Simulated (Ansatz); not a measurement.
Consider the atomization: `O[C@@H]1S[Si@@H]1O` → C• + 4 H• + 2 O• + S• + Si•.

Gas-phase electronic energies from Ansatz, PBE0-D4/def2-TZVP geometries. CBS: MP2 limit from def2 TZ/QZ plus the TZ coupled-cluster correction, frozen cores. This one scheme is used for every species, atoms too. Functionals use def2-TZVPP. B3LYP here is the variant with VWN-RPA as its local correlation; programs differ in this. No spin–orbit coupling; open shells (•) take unrestricted orbitals. Spin–orbit coupling would lower the free atoms: a little for C, O, S, Si. Each species was taken in one conformer, which may not be the lowest.

```
             level  ΔE (kcal/mol)  difference from CCSD(T)/CBS
            PBE-D4          818.5                         19.4
         r2SCAN-D4          801.8                          2.7
            B2PLYP          784.1                        -15.0
               PBE          813.3                         14.2
            r2SCAN          800.6                          1.5
             B3LYP          782.4                        -16.7
CCSD(T)/def2-TZVPP          770.9                        -28.2
     HF/def2-QZVPP          538.5                       -260.6
      HF/CBS(def2)          538.7                       -260.4
    CCSD/CBS(def2)          782.2                        -16.9
       CCSD(T)/CBS          799.1                            0
```

Largest T1 diagnostic among the species: 0.013.

From PBE to PBE0 (25 % exact exchange), in def2-TZVPP and without D4, ΔE moves by −21.9 kcal/mol: exact exchange takes away binding that semilocal exchange gives to molecules. In def2-TZVPP, CCSD(T) changes the Hartree–Fock value by +234.0 kcal/mol (the triples alone add +16.9 kcal/mol) and MP2 by +258.5 kcal/mol; breaking electron pairs costs correlation energy, which Hartree–Fock lacks. The D4 term adds +8.5 kcal/mol with B3LYP and +4.4 kcal/mol with PBE0; it sums over pairs of atoms, weighted by their polarisabilities, and B3LYP, whose exchange is more repulsive, gets the larger term.

For atomizations the MP2-based limit and the directly extrapolated one differ by several kJ/mol either way, and by 10 to 25 for some Ge, Se and Sn compounds, so smaller differences from it don't rank the levels.
